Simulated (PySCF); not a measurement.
# Computed structure and properties of [La(BH4)2]+

System: [La(BH4)2]+ (singlet); start: template (C2). Method: PySCF 2.14.0, RKS PBE0, La def2-SVP with ECP46, B def2-SVP, H def2-SVP; non-relativistic Hamiltonian with scalar-relativistic core potentials where named; density fitting; no spin-orbit coupling.

Input of the relaxation:

```python
mol = gto.M(atom='''
La    -0.00000     0.00000    -0.18641
B      2.34290     0.00000     0.86209
H      3.43820     0.00000     1.35229
H      1.62280    -0.83350     1.45299
H      2.42840    -0.30510    -0.34711
H      1.83860     1.13860     0.97069
B     -2.34290     0.00000     0.86209
H     -3.43820     0.00000     1.35229
H     -1.62280     0.83350     1.45299
H     -2.42840     0.30510    -0.34711
H     -1.83860    -1.13860     0.97069''',
    basis={'La': 'def2-SVP', 'B': 'def2-SVP', 'H': 'def2-SVP'},
    ecp={'La': 'def2-SVP'},
    charge=1, spin=0)
mf = dft.RKS(mol, xc='PBE0')
mf.grids.atom_grid = (50, 194)  # f atoms: unpruned, at least (60, 302)
mf = mf.density_fit()  # fitting sets: La def2-universal-JKFIT, B def2-universal-JKFIT, H def2-universal-JKFIT
mf.conv_tol = 1e-08; mf.max_cycle = 55
mf.kernel(dm0)  # dm0: converged density of the start geometry
# quasi-Newton relaxation in Cartesian coordinates to a largest gradient under 0.00045 Eh/bohr, steps kept in the point group
```

Run from Python with OMP_NUM_THREADS=2; the lines above give its settings. Where DIIS fails, smearing, a level shift and second-order steps follow.
It took 62 s on 2 threads of Arm Neoverse V2 (shared host), from the converged density of the start.

Course of the relaxation:

```json
{"step": "0", "energy above end (eV)": "0.3444", "largest force component within the symmetry (eV/Å)": "0.740"}
{"step": "1", "energy above end (eV)": "0.2610", "largest force component within the symmetry (eV/Å)": "0.600"}
{"step": "2", "energy above end (eV)": "0.1317", "largest force component within the symmetry (eV/Å)": "0.243"}
{"step": "3", "energy above end (eV)": "0.1176", "largest force component within the symmetry (eV/Å)": "0.227"}
{"step": "4", "energy above end (eV)": "0.0998", "largest force component within the symmetry (eV/Å)": "0.330"}
{"step": "5", "energy above end (eV)": "0.0897", "largest force component within the symmetry (eV/Å)": "0.422"}
{"step": "6", "energy above end (eV)": "0.0594", "largest force component within the symmetry (eV/Å)": "0.519"}
{"step": "7", "energy above end (eV)": "0.0271", "largest force component within the symmetry (eV/Å)": "0.349"}
{"step": "17", "energy above end (eV)": "0.0022", "largest force component within the symmetry (eV/Å)": "0.048"}
{"step": "18", "energy above end (eV)": "0.0015", "largest force component within the symmetry (eV/Å)": "0.051"}
{"step": "19", "energy above end (eV)": "0.0007", "largest force component within the symmetry (eV/Å)": "0.053"}
{"step": "20", "energy above end (eV)": "0.0002", "largest force component within the symmetry (eV/Å)": "0.035"}
{"step": "21", "energy above end (eV)": "0.0000", "largest force component within the symmetry (eV/Å)": "0.014"}
{"step": "22", "energy above end (eV)": "0.0000", "largest force component within the symmetry (eV/Å)": "0.017"}
```
(The steps between are left out.)

Relaxed geometry (C2):

```xyz
11

La    0.0000    0.0000   -0.5353
B     2.0478    0.0048    0.9234
H     2.9646    0.0314    1.6964
H     1.1128   -0.7725    1.2911
H     2.3370   -0.3343   -0.2526
H     1.4556    1.1260    0.8069
B    -2.0478   -0.0048    0.9235
H    -2.9647   -0.0314    1.6964
H    -1.1128    0.7724    1.2913
H    -2.3368    0.3343   -0.2525
H    -1.4556   -1.1260    0.8070
```

| contact | Å |
| --- | --- |
| La1–H4 (BH4) | 2.274 |
| La1–H9 (BH4) | 2.274 |

On the finer grid (75, 302):

The HOMO is -13.62 eV. The LUMO is -7.47 eV. The dipole about the centre of mass is 5.24 D, the set of Mulliken populations of La1 outside the core potential is s 2.17, p 6.15, d 1.31, f 0.13 and the D3(BJ) dispersion energy (not in the energies) is -0.187 eV.

```tsv
atom	Mulliken (e)	Löwdin (e)	spin (e)
La1	1.24	1.06	0.00
B2	-0.20	-0.24	0.00
H3	0.08	0.03	0.00
H4	0.02	0.07	0.00
H5	-0.01	0.04	0.00
H6	-0.01	0.06	0.00
B7	-0.20	-0.24	0.00
H8	0.08	0.03	0.00
H9	0.02	0.07	0.00
H10	-0.01	0.04	0.00
H11	-0.01	0.06	0.00
```

On the grid (50, 194), as all that follows. Harmonic modes: a minimum; lowest 129 cm⁻¹ (negative: unstable), highest 2698 cm⁻¹, zero-point energy 2.128 eV.

Taking off one BH4 (charge -1, singlet; the rest: singlet) in vacuum, both parts rigid, costs 13.02 eV; the small basis without counterpoise inflates it. Most of it is the attraction of opposite charges; other ways to part are cheaper, and one spin state was tried for the rest.

Rigid scan of BH4 along the line from its metal:

```
distance to B2 (Å)  energy (eV)
              2.21        1.014
              2.31        0.400
              2.41        0.089
              2.51        0.000
              2.61        0.070
              2.71        0.251
              2.91        0.811
              3.21        1.835
              3.61        3.127
              4.11        4.389
```

One start shape was tried, so this needn't be the lowest isomer.
